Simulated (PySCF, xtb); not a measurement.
Be(Cl)(SeH) (BeClHSe), SMILES [Cl][Be][SeH].

GFN2-xTB in xtb at its own geometry gives an orbital gap of 4.45 eV and a dipole moment of 2.01 D.

Geometry optimised at PBE-D3(BJ)/def2-TZVP. Other conformers were not sampled.

Q: What does PySCF with PBE0/def2-TZVPD give? (An estimate is asked for; the answer gives what the named calculation found.)

A: gap 6.57 eV (levels -7.51 and -0.93 eV), dipole 0.69 D.
